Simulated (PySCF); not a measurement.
## Electron correlation in Al²⁺ (aluminium, charge +2)

[Ne] 3d1, 2D determinant (an excited configuration). All numbers are calculated (PySCF 2.14, no relativity, point nucleus, in aug-cc-pwCVTZ (8s7p5d3f, 75 functions)). Frozen: 1s2; 9 electrons correlated.

```json
{"level": "CCSD", "correlation energy (mhartree)": "-240.08"}
{"level": "(T)", "correlation energy (mhartree)": "-1.58"}
{"level": "CCSD(T)", "correlation energy (mhartree)": "-241.66"}
```

Diagnostics: T1 = 0.0038, D1 = 0.0136, largest double amplitude 0.011.

The outer electron is Rydberg-like, and this basis confines it to a smaller radius and binds it less than a complete one would.

Cost of the coupled-cluster step: roughly 26 core-seconds, for 9 correlated electrons.
